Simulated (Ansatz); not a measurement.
`BN=C1CC1` → `BC1C=CN1`  (isomerisation)

Isolated molecules relaxed with PBE0-D4/def2-TZVP in Ansatz; ΔE leaves out vibrations. CCSD(T)/CBS is the MP2 limit (def2-TZVPP, def2-QZVPP) plus CCSD(T) − MP2 in def2-TZVPP, frozen cores. DFT in def2-TZVPP.

`BN=C1CC1`:

```xyz
11

B    -0.431   -2.045    1.269
N    -0.192   -0.911    0.566
C     0.024    0.116   -0.072
C     0.414    1.522   -0.061
C     0.072    0.783   -1.369
H     0.474   -2.806    1.461
H    -1.539   -2.251    1.674
H     1.454    1.768    0.124
H    -0.299    2.252    0.308
H    -0.866    1.028   -1.858
H     0.888    0.543   -2.043
```

`BC1C=CN1`:

Cartesian coordinates in Å:
```
B -0.183 -0.998 -0.913
C -0.896 -0.008 0.030
C 0.259 0.842 -0.490
C 0.808 0.755 0.764
N -0.230 0.085 1.347
H -0.544 -1.085 -2.053
H 0.648 -1.737 -0.470
H -1.919 0.347 -0.034
H 0.410 1.474 -1.349
H 1.731 1.061 1.244
H -0.083 -0.736 1.923
```

```tsv
level	ΔE (kJ/mol)	difference from CCSD(T)/CBS
r2SCAN-D4	104.1	14.1
B97M-V	106.4	16.4
PBE0-D4	96.2	6.2
ωB97M-V	95.6	5.6
revPBE	108.6	18.6
BLYP	127.3	37.3
BHLYP	119.4	29.4
LC-ωPBE	99.4	9.4
CCSD/def2-SVP	116.6	26.6
CCSD/CBS(def2)	97.6	7.6
CCSD(T)/CBS	90.0	0
```

Largest T1 diagnostic among the species: 0.015.

The D4 term adds −5.0 kJ/mol with B3LYP and −2.3 kJ/mol with PBE0; it sums over pairs of atoms, weighted by their polarisabilities, and B3LYP, whose exchange is more repulsive, gets the larger term. In def2-TZVPP, CCSD(T) changes the Hartree–Fock value by −37.4 kJ/mol (the triples alone add −7.6 kJ/mol) and MP2 by −48.8 kJ/mol.

B3LYP here is the variant with VWN-RPA as its local correlation; programs differ in this.
